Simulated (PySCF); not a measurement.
Species: C9H9N3.
Z-matrix (Å and degrees, GFN2-xTB geometry), rows numbered from 1:
```
C 
N   1  1.4350
C   2  1.3617  1  126.67
N   3  1.2979  2  110.86  1   176.04
N   4  1.3370  3  107.72  2    -0.36
C   5  1.3095  4  108.53  3     0.48
C   6  1.4539  2  126.38  1     3.87
C   7  1.3928  6  122.43  2    37.71
C   8  1.3835  7  120.07  6   179.55
C   9  1.3844  8  120.30  7    -0.21
C  10  1.3861  9  119.85  8    -0.89
C  11  1.3809 10  120.18  9     0.87
H   1  1.0933  2  111.06  3    91.39
H   1  1.0906  2  109.19  3   -28.31
H   1  1.0902  2  109.65  3  -147.90
H   3  1.0707  2  123.63  1    -3.84
H   8  1.0799  7  120.45  6     1.67
H   9  1.0804  8  119.62  7  -179.95
H  10  1.0799  9  120.03  8   179.78
H  11  1.0798 10  119.96  9  -179.13
H  12  1.0785  7  118.53  6     0.12
```

NICS = −σ at a ghost point: NICS(0) at the centroid of the ring atoms, NICS(1) 1 Å to either side along the normal of their mean plane, zz for the tensor component along that normal. Level: GIAO PBE0/pcSseg-1 (PySCF, non-relativistic, gas phase) on the GFN2-xTB geometry, one conformer.

Ring bond lengths (Å), with Mayer bond orders in brackets: N2–C3 1.362 (1.18), C3–N4 1.298 (1.63), N4–N5 1.337 (1.24), N5–C6 1.310 (1.58), C6–N2 1.373 (1.04); C7–C8 1.393 (1.37), C8–C9 1.384 (1.44), C9–C10 1.384 (1.44), C10–C11 1.386 (1.42), C11–C12 1.381 (1.44), C12–C7 1.394 (1.42).

What do the NICS probes read (ppm)?

```csv
ring,type,NICS(0),"NICS(1), two faces","NICS(1)zz, two faces",rms pucker (Å),"centre to ring atoms, mean (Å)"
N2–C3–N4–N5–C6,5-membered ring with 3 N; formal bonds all aromatic,-10.5,-10.8 / -10.7,-28.6 / -28.4,0.00,1.14
C7–C8–C9–C10–C11–C12,6-membered carbocycle; formal bonds all aromatic,-8.0,-10.9 / -10.8,-28.1 / -27.4,0.01,1.39
```

What can be read from them?

- N2–C3–N4–N5–C6: mean NICS(1)zz -28.5 ppm, shielded. For a flat ring without four-coordinate atoms the NICS criterion counts such a value as aromatic.
- C7–C8–C9–C10–C11–C12: mean NICS(1)zz -27.8 ppm, shielded. The ring is flat and has no four-coordinate atom; by the NICS criterion it is aromatic.

And the bond-length index? Use HOMA with the parameters of Krygowski (1993).

- N2–C3–N4–N5–C6: HOMA 0.90; the largest term is that of C6–N2, α(R − Ropt)² = 0.15. The geometric and the magnetic index point the same way.
- C7–C8–C9–C10–C11–C12: HOMA 0.99 = 1 − EN − GEO, with mean bond length 1.387 Å, EN = α(Ropt − mean)² = 0.000 and GEO = α × variance = 0.006. The geometric and the magnetic index point the same way.

At the first NICS(1) probe listed for ring C7–C8–C9–C10–C11–C12, 1 Å off the ring, what do the in-plane components average?

The isotropic value is a third of the trace: (3 × -10.9 − (-28.1))/2 = -2.3 ppm.

List the ring angles and the Hirshfeld charges of the ring atoms.

- N2–C3–N4–N5–C6: N2 103.5° (-0.008 e), C3 110.9° (+0.029 e), N4 107.7° (-0.166 e), N5 108.5° (-0.156 e), C6 109.4° (+0.079 e); sum 540.0° against 540° for a flat convex ring.
- C7–C8–C9–C10–C11–C12: C7 119.3° (-0.007 e), C8 120.1° (-0.051 e), C9 120.3° (-0.048 e), C10 119.9° (-0.044 e), C11 120.2° (-0.042 e), C12 120.2° (-0.038 e); sum 720.0° against 720° for a flat convex ring.
